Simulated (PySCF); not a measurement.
Vertical excitations of a molecule C2H9ClOSi2 from PySCF 2.14.0 with TDA-CAM-B3LYP/def2-SVPD, as energy in eV (oscillator strength): 7.49 (0.015), 7.88 (0.003), 8.03 (0.054), 8.36 (0.005), 8.43 (0.097), 8.52 (0.066). Lowest triplet (TDA): 7.13 eV. Coordinates come from a PBE-D3(BJ)/def2-SVP optimisation. One conformer was computed; it need not be the lowest.

**Question.** Identify the compound among the candidates.
A. CC[SiH2][Si@H](O)Cl
B. CC[Si@@H](Cl)[SiH2]O
C. C[Si](C)(Cl)O[SiH3]
D. CO[SiH2][Si@H](C)Cl

**Answer.** C, C[Si](C)(Cl)O[SiH3]
